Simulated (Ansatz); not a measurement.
Ansatz (a first-principles code) input (PBE-QIDH/def2-TZVPD):

Ansatz 0.2 input:
```yaml
crystal:
  periodic: [false, false, false]
  atoms:
    - {symbol: In, position_ang: [-0.00000000, -0.00000000, -0.30051582]}
    - {symbol: F, position_ang: [0.00000000, 0.00000000, 1.63614168]}
basis:
  gaussian:
    orbitals: def2-TZVPD
hamiltonian:
  xc: {name: PBE-QIDH}
total_charge: 1
magnetization: {spin_polarized: true, initial_magnetization: 1}
correlation: {electrons: outside_noble_gas}
```

End of the output:

```
integrals: 0.05 GiB planned
771 factors; integrals over basis functions are off by at most 9.6e-4 eV
mean field: 0.38 GiB planned
mean field evaluation 1: about -7855.8440 eV, gradient 6.8e1 eV
mean field evaluation 2: about -7855.9001 eV, gradient 6.8e1 eV
mean field evaluation 4: about -7868.8401 eV, gradient 1.4e1 eV
mean field evaluation 8: about -7870.1406 eV, gradient 9.1e-1 eV
mean field evaluation 16: about -7870.1998 eV, gradient 6.5e-3 eV
mean field evaluation 32: about -7851.4117 eV, gradient 1.5e1 eV
mean field -7870.19982255 eV, -289.2245088657 hartree, gradient 5.7e-6 eV, S^2 0.764717; 0 other end points of the search recorded, 0 dependent functions left out
10 core orbitals not correlated, not the lowest: weight in the atoms' cores, before any rotation towards them, 0.950 or more for the frozen orbitals, at most 0.042 for the correlated occupied ones
reference -7870.19983320 eV, -289.2245092572 hartree; 5, 4 occupied and 81, 82 virtual orbitals, 771 factors
second order -8.76764050 eV of doubles, -0.00000000 eV of singles
Total energy: -7873.12238004 eV, -289.3319108723 hartree
```
